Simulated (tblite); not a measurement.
C, charge -1, quartet; GFN1-xTB in tblite.

The tblite input:
```
$ tblite run mol.xyz --method gfn1 --charge -1 --spin 3 --json tblite.json --no-restart

# file mol.xyz
1

C      0.00000000     0.00000000     0.00000000
```

**Question.** Predict the main parts of the log of this tblite run.

**Answer.** 
```
xTB calculator
 | screened Coulomb repulsion
 | Coulomb electrostatics
 |  * isotropic Klopman-Ohno-Mataga-Nishimoto electrostatics
 |  * onsite third-order electrostatics
 | DFT-D3(BJ) dispersion correction

halogen bonding energy    0.0000000000000E+00 Eh
repulsion energy          0.0000000000000E+00 Eh
dispersion energy         0.0000000000000E+00 Eh
number of electrons       5.0000000000000E+00 e
integral cutoff           1.7350510997663E+01 bohr

------------------------------------------------------------
  cycle        total energy    energy error   density error
------------------------------------------------------------
      1     -1.913383306952  -1.9133833E+00   4.9999999E-01
      2     -1.913383306952   0.0000000E+00   3.0000000E-01
      3     -1.913383306952   0.0000000E+00   1.7998200E-05
------------------------------------------------------------

electronic energy        -1.9133833069518E+00 Eh
total energy             -1.9133833069518E+00 Eh

Post processing:
 | Mayer-Wiberg bond orders

[Info] JSON dump of results written to 'tblite.json'
```
